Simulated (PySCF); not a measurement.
An equivalent PySCF input for Cu⁺ (copper, charge +1), [Ar] 3d10, closed-shell 1S, with the non-relativistic Hamiltonian (point nucleus):

```python
from pyscf import gto, scf, dft, mp, cc
import basis_set_exchange as bse
mol = gto.M(atom="Cu 0 0 0", charge=1, spin=0, symmetry="D2h",
            basis=gto.basis.parse(bse.get_basis("def2-TZVPPD", elements=["Cu"], fmt="nwchem")))
mf = dft.UKS(mol, xc="B88,P86")
mf.irrep_nelec = {'Ag': (5, 5), 'B1g': (1, 1), 'B2g': (1, 1), 'B3g': (1, 1), 'B1u': (2, 2), 'B2u': (2, 2), 'B3u': (2, 2)}
mf.kernel()
```

It reaches the same state as the run whose output follows, with an energy that differs only through the grid. The run itself started from symmetry-adapted Hartree-Fock orbitals and held the occupation by maximum overlap, on a logarithmic radial grid, so the iterations belong to that start.

```
SCF conv_tol = 1e-09
number electrons alpha = 14  beta = 14
XC functionals = B88,P86
    A. D. Becke.,  Phys. Rev. A 38, 3098 (1988)
    J. P. Perdew.,  Phys. Rev. B 33, 8822 (1986)
cycle= 1 E= -1640.40248571798  delta_E= 0.0211  |g|= 0.498  |ddm|= 0.246
cycle= 2 E= -1640.18682677377  delta_E= 0.216  |g|= 1.32  |ddm|= 0.415
cycle= 3 E= -1640.44199844979  delta_E= -0.255  |g|= 0.0762  |ddm|= 0.281
cycle= 4 E= -1640.44309940536  delta_E= -0.0011  |g|= 0.00854  |ddm|= 0.0239
cycle= 5 E= -1640.44311040932  delta_E= -1.1e-05  |g|= 0.000475  |ddm|= 0.00182
cycle= 6 E= -1640.4431104443  delta_E= -3.5e-08  |g|= 5.46e-06  |ddm|= 0.000109
cycle= 7 E= -1640.44311044431  delta_E= -4.55e-12  |g|= 3.72e-08  |ddm|= 1.25e-06
converged SCF energy = -1640.44311044431  <S^2> = -1.9539925e-14  2S+1 = 1
```
